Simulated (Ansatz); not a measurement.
`CCC(C)C(C)C` + `[OH][Ga]([SH])[Br]` → `C[O][Ga]([SH])[Br]` + `CC(C)C(C)C`  (substitution at a C–C bond)

Computed with Ansatz on PBE0-D4/def2-TZVP structures; ΔE is electronic, products minus reactants. CBS: MP2 limit from def2 TZ/QZ plus the TZ coupled-cluster correction, frozen cores. Functionals use def2-TZVPP. HSE06 is defined as in plane-wave codes. For Br, Ga outer-core shells are correlated without core-valence functions, which leaves a few kJ/mol of doubt a bond. Scalar relativity is left out up to krypton. One conformer a species, not always the lowest.

```
             level  ΔE (kJ/mol)  difference from CCSD(T)/CBS
            PBE-D4         44.9                         -5.8
           BLYP-D4         38.5                        -12.2
            B97M-V         45.7                         -5.0
           PBE0-D4         47.5                         -3.2
           ωB97M-V         48.4                         -2.3
          PBE-QIDH         50.4                         -0.3
           r2SCAN0         47.3                         -3.4
             HSE06         46.2                         -4.5
  CCSD(T)/def2-SVP         39.9                        -10.8
CCSD(T)/def2-TZVPP         48.8                         -1.9
       CCSD(T)/CBS         50.7                            0
```

Largest T1 diagnostic among the species: 0.012.

At CCSD(T), def2-SVP lies −10.9 kJ/mol from the extrapolated value and def2-TZVPP −1.9 kJ/mol. In def2-TZVPP, CCSD(T) changes the Hartree–Fock value by +11.5 kJ/mol (the triples alone add +0.7 kJ/mol) and MP2 by +16.5 kJ/mol. From BLYP to BHLYP (50 % exact exchange), in def2-TZVPP and without D4, ΔE moves by +5.2 kJ/mol.
